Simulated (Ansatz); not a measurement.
Consider the cleavage of the Ge–Si bond: `[NH2][GeH2][SiH2]Cl` + `[NH2][GeH2][NH2]` → `[NH2][GeH2][NH][GeH2][NH2]` + `[SiH3]Cl`.

Gas-phase electronic energies from Ansatz, PBE0-D4/def2-TZVP geometries. CCSD(T)/CBS is the MP2 limit (def2-TZVPP, def2-QZVPP) plus CCSD(T) − MP2 in def2-TZVPP, frozen cores. This one scheme is used for every species. DFT in def2-TZVPP. B3LYP here is the variant with VWN-RPA as its local correlation; programs differ in this. For Ge outer-core shells are correlated without core-valence functions, which leaves a few kJ/mol of doubt a bond. Scalar relativity is left out up to krypton. One conformer a species, not always the lowest.

`[NH2][GeH2][SiH2]Cl`:

Z-matrix (Å, degrees):
```
Ge
Si 1 2.383
N 1 1.845 2 107.4
H 1 1.537 2 111.4 3 -116.3
H 1 1.553 2 109.0 3 124.3
Cl 2 2.060 1 110.2 3 65.8
H 2 1.485 1 111.1 3 -174.5
H 2 1.486 1 110.9 3 -53.4
H 3 1.011 1 114.0 2 64.8
H 3 1.011 1 113.6 2 -170.5
```

`[NH2][GeH2][NH2]`:

Cartesian coordinates in Å:
```
N 0.176 -0.746 -1.336
Ge -0.530 0.251 0.029
N 0.807 0.281 1.282
H 0.985 -0.335 -1.779
H -0.483 -1.034 -2.045
H -1.839 -0.474 0.423
H -0.830 1.737 -0.276
H 0.677 0.943 2.034
H 1.038 -0.623 1.668
```

`[NH2][GeH2][NH][GeH2][NH2]`:

Cartesian coordinates in Å:
```
N -1.429 1.147 0.479
Ge -1.402 0.137 -1.061
N 0.026 -0.966 -0.823
Ge 1.642 -0.410 -0.133
N 1.650 -0.160 1.685
H -1.891 2.041 0.387
H -1.807 0.668 1.286
H -2.644 -0.748 -1.312
H -1.236 1.168 -2.199
H -0.002 -1.872 -1.263
H 2.006 0.952 -0.747
H 2.658 -1.516 -0.465
H 0.988 0.557 1.956
H 1.442 -0.999 2.211
```

`[SiH3]Cl`:

Cartesian coordinates in Å:
```
Si 0.011 0.090 -0.091
Cl -0.172 -1.348 1.363
H 1.043 1.063 0.337
H -1.297 0.763 -0.254
H 0.415 -0.568 -1.355
```

CCSD(T)/CBS gives -0.23 eV.

Another level gave -0.17 eV. Which?
A. SCS-MP2/def2-TZVPP
B. PBE0/def2-TZVPP
C. B3LYP-D4/def2-TZVPP
D. B2PLYP/def2-TZVPP

C. B3LYP-D4 -0.17, SCS-MP2/def2-TZVPP -0.35, PBE0 -0.05, B2PLYP -0.21 eV.

Largest T1 diagnostic among the species: 0.011.

From PBE to PBE0 (25 % exact exchange), in def2-TZVPP and without D4, ΔE moves by −0.05 eV. The D4 term adds −0.05 eV with B3LYP and −0.03 eV with PBE0; it sums over pairs of atoms, weighted by their polarisabilities, and B3LYP, whose exchange is more repulsive, gets the larger term.
